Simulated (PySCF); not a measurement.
ClGaH₂S₂. Atoms are numbered in the order given.

```xyz
6

Ga     0.0000     0.0000     0.0026
Cl     0.0000     0.0000    -2.1365
S      0.0000    -1.9553     0.9927
H      0.0000    -1.4284     2.2375
S      0.0000     1.9553     0.9927
H      0.0000     1.4284     2.2375
```

Geometry: PBE0-D3(BJ)/def2-SVP. One conformer was computed; it need not be the lowest.

Calculation: PBE0/pcSseg-1 (PySCF).

GIAO shieldings, no solvent; atoms alike by connectivity are averaged. δ = σ(ref) − σ: ³⁵Cl against HCl (σ = 945.9 ppm); ³³S against H2S (σ = 716.7 ppm); ¹H against TMS (σ = 31.56 ppm), references at their B3LYP-D3(BJ)/def2-TZVP geometries, non-relativistic (without spin–orbit terms, shifts of atoms bonded to Cl or Br come out too high).

| atoms | nucleus | count | δ (ppm) |
|---|---|---|---|
| Cl2 | ³⁵Cl | 1 | ___ |
| S3, S5 | ³³S | 2 | 77.8 |
| H4, H6 | ¹H | 2 | 1.25 |

Q: Some entries are withheld; supply them. (The exact figures need the calculation; the answer reports its results.)

A: 
- Cl2, δ (ppm): 75.1
